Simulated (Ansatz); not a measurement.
Correlation energies of C2H6AsN, SMILES `C=N[AsH]C` by basis set

Z-matrix (Å, degrees):
```
C
As 1 1.959
H 1 1.089 2 111.4
H 1 1.090 2 108.1 3 -120.5
H 1 1.091 2 108.8 3 121.3
N 2 1.867 1 95.7 3 50.3
H 2 1.539 1 95.8 3 -48.4
C 6 1.258 2 120.8 1 -120.5
H 8 1.100 6 124.7 2 3.8
H 8 1.095 6 119.2 2 -176.6
```

Charge 0, multiplicity 1. Correlated methods include outer-core shells of As, which these sets cover unevenly. Scalar relativity is left out up to krypton. Geometry: relaxed with PBE0-D4/def2-TZVP. It is one conformer, not always the lowest. Frozen core, restricted reference, the Gaussian-basis code of Ansatz.

| basis | HF (Eh) | MP2 corr. |
| --- | --- | --- |
| def2-SVP | -2367.46015 | -0.67739 |
| def2-TZVPP | -2367.89760 | -0.81324 |
| def2-QZVPP | -2367.94928 | -1.13046 |

(1) Estimate the CCSD correlation energy and the (T) correction in each basis where they were run (hartree).

## Answers

(1) 
```
     basis  CCSD corr.       (T)
  def2-SVP    -0.71516  -0.02383
def2-TZVPP    -0.84339  -0.03633
```
